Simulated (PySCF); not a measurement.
# Partial charges of `C1C[SiH]2CC[SiH]1CC2`

Compound: C6H14Si2.
Numbering: `[CH2:1]1[CH2:2][Si@H:3]2[CH2:4][CH2:5][Si@@H:6]1[CH2:7][CH2:8]2` (hydrogens: H9, H10 on C1; H11, H12 on C2; H13 on Si3; H14, H15 on C4; H16, H17 on C5; H18 on Si6; H19, H20 on C7; H21, H22 on C8)

Geometry (PBE0-D3(BJ)/def2-SVP, Å), atoms numbered from 1 in this order:
```xyz
22
C6H14Si2 angstrom
C      1.6196   -0.7687   -0.5438
C      0.8325   -1.5955    0.5083
Si    -0.5503   -0.5425    1.2768
C      0.1887    1.1986    1.4605
C      0.3064    1.8831    0.0722
Si     0.5068    0.5768   -1.2937
C     -1.2043   -0.2307   -1.4704
C     -1.8734   -0.3847   -0.0782
H      2.0536   -1.4216   -1.3194
H      2.4742   -0.2611   -0.0646
H      1.5080   -2.0098    1.2753
H      0.3548   -2.4655    0.0261
H     -1.0792   -1.1017    2.5600
H      1.1888    1.0862    1.9132
H     -0.3917    1.8199    2.1629
H      1.1259    2.6207    0.0600
H     -0.6135    2.4513   -0.1485
H      1.0349    1.1366   -2.5770
H     -1.0547   -1.2226   -1.9304
H     -1.8538    0.3281   -2.1648
H     -2.4757    0.5106    0.1530
H     -2.5784   -1.2327   -0.0667
```

Density: PBE0/pcSseg-1 (PySCF); schemes: Mulliken, IAO, Hirshfeld and ESP-fitted. Isolated species at its PBE0-D3(BJ)/def2-SVP geometry, gas phase.

Q: Which atoms carry the highest charge in the Mulliken, IAO, Hirshfeld and ESP-fitted schemes?

A: All schemes pick atoms of one kind: Mulliken Si3 and Si6 (+0.738); IAO Si3 and Si6 (+0.874); Hirshfeld Si3 (+0.353); ESP-fitted Si6 (+0.416).

Q: At which atom do the 4 schemes differ most?

A: At Si6: from +0.352 (Hirshfeld) to +0.874 e (IAO), 0.522 e apart.

Q: Give the atomic charges in each scheme.

A: In e:

| atom | environment | Mulliken | IAO | Hirshfeld | ESP-fitted |
| --- | --- | --- | --- | --- | --- |
| C1 | sp3 carbon bound to silicon | -0.512 | -0.531 | -0.159 | -0.191 |
| C2 | sp3 carbon bound to silicon | -0.512 | -0.531 | -0.159 | -0.181 |
| Si3 | SiH silicon | +0.738 | +0.874 | +0.353 | +0.397 |
| C4 | sp3 carbon bound to silicon | -0.512 | -0.531 | -0.159 | -0.205 |
| C5 | sp3 carbon bound to silicon | -0.513 | -0.531 | -0.159 | -0.194 |
| Si6 | SiH silicon | +0.738 | +0.874 | +0.352 | +0.416 |
| C7 | sp3 carbon bound to silicon | -0.512 | -0.531 | -0.159 | -0.192 |
| C8 | sp3 carbon bound to silicon | -0.512 | -0.531 | -0.159 | -0.171 |
| H9 | methylene hydrogen | +0.142 | +0.141 | +0.034 | +0.040 |
| H10 | methylene hydrogen | +0.141 | +0.139 | +0.035 | +0.063 |
| H11 | methylene hydrogen | +0.142 | +0.141 | +0.034 | +0.038 |
| H12 | methylene hydrogen | +0.141 | +0.139 | +0.035 | +0.061 |
| H13 | Si–H hydrogen | -0.052 | -0.121 | -0.084 | -0.147 |
| H14 | methylene hydrogen | +0.141 | +0.139 | +0.035 | +0.069 |
| H15 | methylene hydrogen | +0.142 | +0.141 | +0.034 | +0.046 |
| H16 | methylene hydrogen | +0.142 | +0.141 | +0.034 | +0.041 |
| H17 | methylene hydrogen | +0.141 | +0.139 | +0.035 | +0.065 |
| H18 | Si–H hydrogen | -0.052 | -0.121 | -0.084 | -0.152 |
| H19 | methylene hydrogen | +0.141 | +0.139 | +0.035 | +0.064 |
| H20 | methylene hydrogen | +0.142 | +0.141 | +0.034 | +0.038 |
| H21 | methylene hydrogen | +0.141 | +0.139 | +0.035 | +0.061 |
| H22 | methylene hydrogen | +0.142 | +0.141 | +0.034 | +0.034 |

Mean size of the charges over all atoms: IAO 0.312 e, Mulliken 0.289 e, ESP-fitted 0.130 e, Hirshfeld 0.102 e. Each set sums to the total charge, 0, to within 0.002 e. The ESP scheme fits charges at the nuclei, held to the total charge, to the electrostatic potential on points at 1.4 to 2.0 times the van der Waals radii. The Hirshfeld scheme weights the molecular density at each point by an atom's share of the summed free-atom densities.

Q: Sum the charges by element.

A: 
```json
{"element": "C", "atoms": "6", "Mulliken": "-3.073", "IAO": "-3.187", "Hirshfeld": "-0.952", "ESP-fitted": "-1.134"}
{"element": "Si", "atoms": "2", "Mulliken": "+1.476", "IAO": "+1.748", "Hirshfeld": "+0.705", "ESP-fitted": "+0.813"}
{"element": "H", "atoms": "14", "Mulliken": "+1.597", "IAO": "+1.439", "Hirshfeld": "+0.247", "ESP-fitted": "+0.321"}
```

Q: How many electrons does the Mulliken scheme count on C5?

A: Z − q = 6 − (-0.513) = 6.513.
